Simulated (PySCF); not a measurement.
C2H9ClOSi2, SMILES C[SiH2]O[Si@@H](C)Cl.

The structure is a stationary point at ωB97X-D3(BJ)/def2-SVP. The structure was generated by enumeration; whether it is a known compound was not checked. The values are those of a single conformer.

Two levels are set side by side: TDA-PBE/def2-SVPD (PySCF) and TDA-PBE0/def2-SVPD (PySCF). Vertical, same geometry. The lowest singlet is HOMO→LUMO 99 % with PBE and HOMO→LUMO 87 % with the other functional; states are paired by order. Differences are taken from unrounded values.

| quantity | TDA-PBE0 | TDA-PBE | TDA-PBE minus TDA-PBE0 |
|---|---|---|---|
| lowest singlet excitation (eV) | 7.53 | 6.71 | -0.82 |
| lowest triplet excitation (TDA) (eV) | 7.19 | 6.49 | -0.70 |

A lower first singlet is the usual sign of a functional without exact exchange. Differences between two approximate levels are no errors against the true value.

Rough cost on one machine, each run with all the roots and properties that it gave: TDA-PBE0 against TDA-PBE about 3 times.
